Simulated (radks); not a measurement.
Problem. The bismuth anion Bi3-, [Rn], held by a Watson sphere: a shell of charge +3 at radius R that stands for the Madelung well of a crystal (potential energy -3/R inside, -3/r outside, in hartree with lengths in bohr). Method: scalar-relativistic Kohn-Sham, PBEsol, spin-unpolarised, spherical densities, finite nucleus; Fermi nuclear charge, rms radius of each element as measured or else 0.836 A^(1/3) + 0.57 fm; computed with a radial shooting solver on a logarithmic mesh with Libxc functionals. Response by self-consistent Sternheimer equations with the Hartree and adiabatic LDA kernel, the relativistic mass of each level held fixed and spin-orbit coupling left out. The sphere does not respond.

R (bohr)  e(5d) (eV)  e(6s) (eV)  e(6p) (eV)  <r> 6p (bohr)  sum of <r^2> (bohr^2)  X-ray form factor at sin(theta)/lambda = 0.3 1/angstrom  alpha (bohr^3)
3.73         -25.068     -13.676      -5.203          3.325                  121.1                                                   62.353           106.9
4.49         -24.413     -12.581      -4.257          3.625                  136.7                                                   62.397           169.0
4.65         -24.314     -12.410      -4.085          3.687                  140.2                                                   62.400           185.5
5.73         -23.838     -11.612      -3.133          4.083                  164.8                                                   62.410           337.9

Estimate the row for R = 6.2 bohr.

Solution. e(5d) (eV) -23.699; e(6s) (eV) -11.394; e(6p) (eV) -2.817; <r> 6p (bohr) 4.247; sum of <r^2> (bohr^2) 176.4; X-ray form factor at sin(theta)/lambda = 0.3 1/angstrom 62.413; alpha (bohr^3) 432.3.
